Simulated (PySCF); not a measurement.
Which determinant of MgSe lies lowest?

Unrestricted PBE0; Mg aug-cc-pVDZ, Se aug-cc-pVDZ-PP with ECP10; scalar-relativistic core potentials (PySCF 2.14). Outer shells of the fragments: Mg 3s2; Se 3d10 4s2 4p4.

Followed along the bond (rough minima from three points):

```tsv
2Ms+1	unpaired	⟨S²⟩ at the start	R at minimum (Å)	Te (eV)
1	none	0.00	2.28	0.00
3	σ ↑, π ↑	2.00	2.49	0.12
1	σ ↓, π ↑	1.00	2.49	0.18
3	σ ↑↑	2.01	2.46	1.54
```

Solutions found at the starting distance of 2.470 Å, counted from the lowest of them; the search is not exhaustive and high or unbound solutions are not listed, so other states can lie among these:

```
2Ms+1    unpaired   term  E (eV)  ⟨S²⟩  ⟨Lz²⟩  μ (D)
    3    σ ↑, π ↑     ³Π    0.00  2.00   1.01  -2.67
    1    σ ↓, π ↑  mixed    0.06  1.00   1.01  -2.74
    1        none    ¹Σ⁺    0.06  0.00   0.00  -7.69
    3        σ ↑↑    ³Σ⁺    1.42  2.01   0.00  -3.68
    3        π ↑↑    ³Σ⁻    2.65  2.01   0.00   4.21
    3        π ↑↑  mixed    2.71  2.01   2.01  -2.70
    1        π ↑↓  mixed    2.83  1.04   2.01  -2.39
    3        π ↑↑  mixed    2.85  2.01   2.01  -2.53
    1        π ↑↓  mixed    3.08  1.01   2.01   4.19
    1        none  mixed    4.33  0.00   2.00   4.17
    3  σ ↓, π ↑↑↑  mixed    4.77  3.00   1.01   3.99
```

A term symbol is given only where ⟨S²⟩ and ⟨Lz²⟩ are close to those of a pure state; real π, δ and φ orbitals otherwise mix terms. A positive dipole means Mg(−)Se(+).

Task: Compare the gap between the two lowest followed solutions at the starting distance with the gap between their minima.

Result: At PBE0 the second solution (triplet, unpaired electrons σ ↑, π ↑) lies -0.06 eV from the first (singlet, closed shell) at 2.470 Å and +0.12 eV at the minima; the two curves relax by different amounts, since their minima lie near 2.49 and 2.28 Å.

Counting both spins, an empty level lies below a filled one in some of these solutions, because spin and occupation are held.
